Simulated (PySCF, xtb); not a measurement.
SeCl2, SMILES Cl[Se]Cl.

Harmonic wavenumbers (cm⁻¹) from GFN2-xTB in xtb at its own minimum, in rising order: 154, 363, 394.

Task: What does PBE0-D3(BJ)/def2-TZVP (PySCF 2.14.0) give at its own minimum? (Estimate from the structure and the level; the computed values follow.)

Result: 162, 415, 437. Paired by order, the mean absolute difference is 35 cm⁻¹ and the zero-point energies are 1.3 and 1.4 kcal/mol.
